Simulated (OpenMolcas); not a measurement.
4d4 along the 40-electron sequence

| Property | Result |
| --- | --- |
| Program | OpenMolcas |
| Method | RASSCF |
| Basis | ANO-RCC-VTZP |
| Scalar Hamiltonian | DKH2, point nucleus |
| Spin-orbit coupling | RASSI with atomic mean-field integrals over the reference wave functions, term energies averaged over their components |

Active space for each ion: 10 electrons in 8 orbitals (RAS1 4p, at most 2 holes; RAS2 4d).

Computed levels in cm-1 above 5D0:

```csv
Level,Mo2+,Tc3+,Rh5+,Pd6+,Ag7+
5D1,236,351,699,1002,1289
5D2,664,965,1825,2518,3157
5D3,1234,1760,3186,4269,5253
5D4,1910,2680,4684,6134,7438
3P0(1),14350,16035,19127,20464,22132
3P1(1),15659,17897,22418,24743,27285
3H4,16775,19081,23290,25186,27280
3H5,17379,20012,25137,27726,30427
3P2(1),17629,20585,26785,30155,33606
weight of 5D in the lowest level (%),99,98,96,94,92
```

Mixed levels, with the weight of the term that names them: Rh5+ 3H4 (69 %), Pd6+ 3H4 (65 %), Ag7+ 3H4 (63 %).

Measured, with the error of the calculation in %. Measured levels: Mo2+ from Sugar and Musgrove, J. Phys. Chem. Ref. Data 17, 155 (1988); Ag7+ from Atoms 5, 11 (2017), spectra Ag VII to Ag IX.

```json
{"Level": "5D1", "Mo2+": "242 (-2.5)", "Ag7+": "1340 (-3.8)"}
{"Level": "5D2", "Mo2+": "668 (-0.7)", "Ag7+": "3212 (-1.7)"}
{"Level": "5D3", "Mo2+": "1224 (+0.8)", "Ag7+": "5292 (-0.7)"}
{"Level": "5D4", "Mo2+": "1872 (+2.0)", "Ag7+": "7443 (-0.1)"}
{"Level": "3P0(1)", "Mo2+": "11149 (+28.7)", "Ag7+": "21309 (+3.9)"}
{"Level": "3P1(1)", "Mo2+": "12510 (+25.2)", "Ag7+": "26526 (+2.9)"}
{"Level": "3H4", "Mo2+": "12680 (+32.3)", "Ag7+": "23302 (+17.1)"}
{"Level": "3H5", "Mo2+": "13276 (+30.9)", "Ag7+": "26250 (+15.9)"}
{"Level": "3P2(1)", "Mo2+": "", "Ag7+": "32134 (+4.6)"}
```

The fine-structure level 5D4 changes by a factor of 3.89 from Mo2+ to Ag7+. Its fourth root runs 6.61, 7.20, 8.27, 8.85, 9.29, with steps per unit of Z of 0.58, 0.54, 0.58, 0.44; equal steps would mean a (Z - σ)^4 law with constant σ.

3P0(1) changes by a factor of 1.54 over the same range, with steps per unit of Z of +1680, +1550, +1340, +1670 cm-1.

Without dynamic correlation excited terms often stand tens of per cent too high (terms of higher spin than the ground term too low), and those without a measured partner can miss by more than the paired ones. Active for correlation alone: 4p; no level in the range computed is led by a configuration that opens it, so any true level of that kind is missing. Measured partners are found by configuration, term and J. A level has none where our copy of the source lacks it or the pairing is in doubt (some pairs that miss far off the trend of their configuration count as doubtful), and it then counts in no deviation. Levels of configurations outside the active space are missing.

A number in round brackets counts repeated terms of one configuration in the order of the reference energies.
